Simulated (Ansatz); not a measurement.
`[NH2][Ti]([OH])([F])[F]`, 8 atoms. Charge 0, multiplicity 1. Correlated methods include outer-core shells of Ti, which these sets cover unevenly. Scalar relativity is left out up to krypton. All runs use 4 threads of a server CPU on a shared host. Correlated methods freeze the cores.

Question: How many basis functions does each run have, and how long does it take in Ansatz? RHF-CCSD(T)/def2-SVP energy; RKS PBE0-D4/def2-TZVP frequencies; RKS PBE0-D4/def2-TZVPP energy; RKS BLYP-D4/def2-TZVPP energy; RKS PBE0-D4/def2-QZVPP energy; RKS ωB97M-V/def2-SVP energy; RKS BHLYP-D4/def2-TZVPP energy; RKS PBE0-D4/def2-SVP energy; RKS ωB97M-V/def2-TZVPP energy and forces; RHF-MP2/def2-QZVPP energy; RHF-CCSD(T)/def2-TZVPP energy; RKS PBE0-D4/def2-TZVP relaxation (12 steps). (Best estimate.)

Answer: The calculation gave: Other jobs shared the machine, so times are rough.

```
                  level                    job  functions  wall time  peak host memory (GiB)
   RKS PBE0-D4/def2-SVP                 energy        102      0.5 s                    0.23
 RKS BLYP-D4/def2-TZVPP                 energy        230     0.85 s                    0.31
 RKS PBE0-D4/def2-TZVPP                 energy        230      1.1 s                    0.57
RKS BHLYP-D4/def2-TZVPP                 energy        230      1.2 s                     0.6
   RKS ωB97M-V/def2-SVP                 energy        102      2.1 s                    0.35
 RKS PBE0-D4/def2-QZVPP                 energy        411      2.6 s                     1.3
   RHF-CCSD(T)/def2-SVP                 energy        102      3.1 s                    0.54
 RKS ωB97M-V/def2-TZVPP      energy and forces        230      3.9 s                    0.81
     RHF-MP2/def2-QZVPP                 energy        411      5.5 s                       2
  RKS PBE0-D4/def2-TZVP  relaxation (12 steps)        187       15 s                     0.5
  RKS PBE0-D4/def2-TZVP            frequencies        187       41 s                    0.49
 RHF-CCSD(T)/def2-TZVPP                 energy        230       62 s                     4.6
```
